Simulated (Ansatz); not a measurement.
Molecule: SnO$_{2}$, net charge 0, singlet state. 
Coordinates optimised at B3LYP-D3(BJ)/def2-TZVP (Ansatz, an electronic-structure program):
```xyz
3

Sn     0.0000     0.0000     0.0000
O      0.0000     0.0000    -1.8140
O      0.0000     0.0000     1.8140
```

Basis-set convergence of Hartree-Fock and CCSD correlation energies (hartree) with Ansatz. Valence correlation only, unless marked. No spin-orbit coupling. Frozen are the shells of the preceding noble gas and the d and f shells that filled before the atom's block. Past Kr the def2 sets carry scalar-relativistic core potentials.

The Hartree-Fock reference is unstable (checked in the largest basis), which strains HF and MP2. The T1 diagnostic of CCSD in the largest basis is 0.034, which is high, so the coupled-cluster rows are less sure than usual.

```csv
basis,functions,E(HF),"E(corr, CCSD)"
def2-SVPD,78,-362.81934,-0.49597
def2-TZVPPD,136,-363.02294,-0.58421
def2-QZVPPD,220,-363.03192,-0.61897
```

Extrapolating the two largest sets (X = 3 and 4) as X^-3: E(corr) = (64·(-0.61897) - 27·(-0.58421))/37 = -0.6443 Eh, an estimate of the basis-set limit. The largest set recovers 96.1 % of it, the smallest 77.0 %.
